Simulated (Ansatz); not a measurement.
Reaction (redistribution): `C#[C][Sn]([Cl])([Cl])[C]#C` + `[OH][Al]([OH])[Cl]` → `C#[C][Sn]([Cl])([Cl])[Cl]` + `C#[C][Al]([OH])[OH]`

Isolated molecules relaxed with PBE0-D4/def2-TZVP in Ansatz; ΔE leaves out vibrations. CBS: MP2 limit from def2 TZ/QZ plus the TZ coupled-cluster correction, frozen cores. This one scheme is used for every species. Functionals use def2-TZVPP. B3LYP here is the variant with VWN-RPA as its local correlation; programs differ in this. HSE06 is defined as in plane-wave codes. Elements past krypton have def2 core potentials. For Sn outer-core shells are correlated without core-valence functions, which leaves a few kJ/mol of doubt a bond. One conformer a species, not always the lowest.

(1) Is it downhill or uphill in electronic energy at CCSD(T)/CBS, and by how much? (Estimate.)

(2) What do these levels give: PBE-D4, revPBE-D4, BLYP-D4, B3LYP-D4, HSE06-D4, B2PLYP, PBE-QIDH, BHLYP, LC-ωPBE, HF/def2-SVP, MP2/def2-TZVPP, SCS-MP2/def2-TZVPP? (Best estimate.)

Largest T1 diagnostic among the species: 0.013.

Answers

(1) The calculation gave: Uphill: ΔE = +29.0 kJ/mol.

(2) Computed: PBE-D4 20.2, revPBE-D4 20.4, BLYP-D4 16.8, B3LYP-D4 20.7, HSE06-D4 24.3, B2PLYP 26.2, PBE-QIDH 31.5, BHLYP 24.1, LC-ωPBE 31.1, HF/def2-SVP 25.1, MP2/def2-TZVPP 37.1, SCS-MP2/def2-TZVPP 35.4 kJ/mol.

From BLYP to BHLYP (50 % exact exchange), in def2-TZVPP and without D4, ΔE moves by +7.9 kJ/mol. In def2-TZVPP, CCSD(T) changes the Hartree–Fock value by +6.8 kJ/mol (the triples alone add −0.2 kJ/mol) and MP2 by +9.6 kJ/mol. Leaving LDA and LC-ωPBE aside and taking each functional with its dispersion term where it has one, the values spread over 14.6 kJ/mol, from BLYP-D4 to PBE-QIDH. LDA lies +3.1 kJ/mol from PBE without D4.
